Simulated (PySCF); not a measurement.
## C₆ coefficients of unlike pairs at MN15

Calculated with PySCF 2.14 from the dipole response of each species, C₆(A,B) = (3/π) ∫ α_A(iu) α_B(iu) du, in atomic units, from isotropic polarisabilities. For ions this is the dispersion term alone; charge-induced terms of lower order in 1/R come first.

```csv
species,configuration,basis,relativity,α (bohr³),C₆ (like pair)
Ar⁺,[Ne] 3s2 3p5 (2P),aug-cc-pwCVQZ (10s9p7d5f3g),none,6.809,29.72
Mg,[Ne] 3s2 (1S),"aug-cc-pVTZ with one added diffuse shell each of s, p, d, f type (7s6p4d3f)",none,73.82,641.3
C⁺,[He] 2s2 2p1 (2P),aug-cc-pVTZ-DK (5s4p3d2f),spin-free X2C,6.098,14.13
```

Problem. Estimate C₆ for C⁺ with Mg.

Solution. The integral gives 80.77. The combination rule 2 C_A C_B / (C_A α_B/α_A + C_B α_A/α_B) gives 80.90 and the geometric mean 95.21.

No spin-orbit coupling is included.

The other pairs:

```json
{"pair": "Mg, Ar⁺", "C₆": "101.1"}
{"pair": "C⁺, Ar⁺", "C₆": "20.00"}
```
